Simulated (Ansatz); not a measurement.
Ansatz (an electronic-structure program) job for C3H3Cl2F, SMILES C1[C@@H](F)C1(Cl)Cl, PBE-D3(BJ)/def2-SVP. 

Ansatz 0.2 input:
```yaml
crystal:
  periodic: [false, false, false]
  atoms:
    - {symbol: F, position_ang: [-1.94478591, -0.52582484, -1.02324891]}
    - {symbol: C, position_ang: [-1.38169921, 0.00200395, 0.08760262]}
    - {symbol: C, position_ang: [-0.77367413, 1.37595271, -0.00459291]}
    - {symbol: C, position_ang: [0.11045308, 0.16284767, 0.13138583]}
    - {symbol: Cl, position_ang: [1.04160783, -0.36347149, -1.26920327]}
    - {symbol: Cl, position_ang: [0.91730518, -0.11282433, 1.68428625]}
    - {symbol: H, position_ang: [-1.88481684, -0.31208316, 1.00817355]}
    - {symbol: H, position_ang: [-0.85859454, 2.05150964, 0.85025031]}
    - {symbol: H, position_ang: [-0.78551529, 1.84520006, -0.99196748]}
basis:
  gaussian:
    orbitals: def2-SVP
hamiltonian:
  xc: pbe
  dispersion: d3bj
relax: {f_tol: 0.002, max_steps: 200}
```

Program output:

```
WARN ansatz: RAYON_NUM_THREADS=1 ignored (pool sized by the plan → 1); use --threads N
Functional definition: PBE
integrals: 0.06 GiB planned
1186 factors; their error is unknown
mean field: 0.30 GiB planned
mean field evaluation 1: about -30885.5127 eV, gradient 5.0e1 eV
mean field evaluation 2: about -30874.7589 eV, gradient 8.0e1 eV
mean field evaluation 4: about -30891.6009 eV, gradient 6.7e0 eV
mean field evaluation 8: about -30891.6894 eV, gradient 1.4e-1 eV
mean field evaluation 16: about -30891.6050 eV, gradient 6.7e-4 eV
mean field -30891.60500608 eV, -1135.2455448916 hartree, gradient 9.7e-6 eV, S^2 0.000000; 0 other end points of the search recorded, 0 dependent functions left out
the calculation of the forces begins
reference -30891.60503344 eV, -1135.2455458970 hartree; 32, 32 occupied and 75, 75 virtual orbitals, 1186 factors
relax step   1: F+E_penalty+E_count = -30891.84187625 eV  Δ(F+E_penalty+E_count) = +0.000e0 eV  max|allowed force component| = 2.803e-1 eV/Å  Δτ_max = 0.0000 Å  (30 SCF iters, accepted)
these checks for a lower state are left out or cut short: starts, cluster_reference, orbital_swaps, neighbouring_geometries, increment
integrals: 0.06 GiB planned
1186 factors; their error is unknown
mean field: 0.30 GiB planned
mean field -30891.61101293 eV, -1135.2457656393 hartree, gradient 1.4e-5 eV, S^2 0.000000; 0 other end points of the search recorded, 0 dependent functions left out
the calculation of the forces begins
reference -30891.61104032 eV, -1135.2457666457 hartree; 32, 32 occupied and 75, 75 virtual orbitals, 1186 factors
relax step   2: F+E_penalty+E_count = -30891.84751418 eV  Δ(F+E_penalty+E_count) = -5.638e-3 eV  max|allowed force component| = 1.148e-1 eV/Å  Δτ_max = 0.0070 Å  (33 SCF iters, accepted)
these checks for a lower state are left out or cut short: starts, cluster_reference, orbital_swaps, neighbouring_geometries, increment
integrals: 0.06 GiB planned
1186 factors; their error is unknown
mean field: 0.30 GiB planned
mean field evaluation 32: about -30891.6120 eV, gradient 3.2e-3 eV
mean field -30891.61196972 eV, -1135.2458008005 hartree, gradient 1.4e-5 eV, S^2 0.000000; 0 other end points of the search recorded, 0 dependent functions left out
the calculation of the forces begins
reference -30891.61199714 eV, -1135.2458018081 hartree; 32, 32 occupied and 75, 75 virtual orbitals, 1186 factors
relax step   3: F+E_penalty+E_count = -30891.84825134 eV  Δ(F+E_penalty+E_count) = -7.372e-4 eV  max|allowed force component| = 8.231e-3 eV/Å  Δτ_max = 0.0039 Å  (33 SCF iters, accepted)
these checks for a lower state are left out or cut short: starts, cluster_reference, orbital_swaps, neighbouring_geometries, increment
integrals: 0.06 GiB planned
1186 factors; their error is unknown
mean field: 0.30 GiB planned
mean field -30891.61197909 eV, -1135.2458011448 hartree, gradient 1.4e-5 eV, S^2 0.000000; 0 other end points of the search recorded, 0 dependent functions left out
the calculation of the forces begins
reference -30891.61200650 eV, -1135.2458021523 hartree; 32, 32 occupied and 75, 75 virtual orbitals, 1186 factors
relax step   4: F+E_penalty+E_count = -30891.84825779 eV  Δ(F+E_penalty+E_count) = -6.449e-6 eV  max|allowed force component| = 6.592e-3 eV/Å  Δτ_max = 0.0008 Å  (34 SCF iters, accepted)
these checks for a lower state are left out or cut short: starts, cluster_reference, orbital_swaps, neighbouring_geometries, increment
integrals: 0.06 GiB planned
1186 factors; their error is unknown
mean field: 0.30 GiB planned
mean field -30891.61197901 eV, -1135.2458011421 hartree, gradient 1.4e-5 eV, S^2 0.000000; 0 other end points of the search recorded, 0 dependent functions left out
the calculation of the forces begins
reference -30891.61200643 eV, -1135.2458021496 hartree; 32, 32 occupied and 75, 75 virtual orbitals, 1186 factors
relax step   5: F+E_penalty+E_count = -30891.84826110 eV  Δ(F+E_penalty+E_count) = -3.312e-6 eV  max|allowed force component| = 3.486e-3 eV/Å  Δτ_max = 0.0007 Å  (34 SCF iters, accepted)
these checks for a lower state are left out or cut short: starts, cluster_reference, orbital_swaps, neighbouring_geometries, increment
integrals: 0.06 GiB planned
1186 factors; their error is unknown
mean field: 0.30 GiB planned
mean field -30891.61197732 eV, -1135.2458010798 hartree, gradient 1.4e-5 eV, S^2 0.000000; 0 other end points of the search recorded, 0 dependent functions left out
the calculation of the forces begins
reference -30891.61200473 eV, -1135.2458020873 hartree; 32, 32 occupied and 75, 75 virtual orbitals, 1186 factors
relax step   6: F+E_penalty+E_count = -30891.84826161 eV  Δ(F+E_penalty+E_count) = -5.113e-7 eV  max|allowed force component| = 1.133e-3 eV/Å  Δτ_max = 0.0003 Å  (34 SCF iters, accepted)
integrals: 0.06 GiB planned
1186 factors; their error is unknown
mean field: 0.30 GiB planned
mean field evaluation 64: about -30875.0301 eV, gradient 7.9e1 eV
mean field -30891.61197732 eV, -1135.2458010798 hartree, gradient 1.4e-5 eV, S^2 0.000000; 1 other end points of the search recorded, 0 dependent functions left out
the calculation of the forces begins
reference -30891.61200473 eV, -1135.2458020873 hartree; 32, 32 occupied and 75, 75 virtual orbitals, 1186 factors
Total energy: -30891.84828903 eV, -1135.2544853750 hartree
Atom 0 at    -1.951472    -0.531918    -1.029291 Å, force    -0.000023     0.000087     0.000297 eV/Å
Atom 1 at    -1.384909    -0.001534     0.085131 Å, force     0.001002    -0.000174    -0.000305 eV/Å
Atom 2 at    -0.772511     1.377961    -0.003957 Å, force    -0.000168     0.000038    -0.000372 eV/Å
Atom 3 at     0.114987     0.161832     0.133188 Å, force    -0.000683     0.001133     0.000315 eV/Å
Atom 4 at     1.042918    -0.363325    -1.271171 Å, force     0.000112    -0.000550    -0.000409 eV/Å
Atom 5 at     0.923359    -0.114447     1.686270 Å, force     0.000047    -0.000375     0.000258 eV/Å
Atom 6 at    -1.889935    -0.315641     1.015586 Å, force    -0.000203    -0.000119     0.000066 eV/Å
Atom 7 at    -0.862526     2.059859     0.855604 Å, force    -0.000057    -0.000140     0.000080 eV/Å
Atom 8 at    -0.779632     1.850524    -0.998673 Å, force    -0.000027     0.000100     0.000070 eV/Å
Dipole moment:    -0.191613     0.277337     0.164632 e Å
```

The run converged.
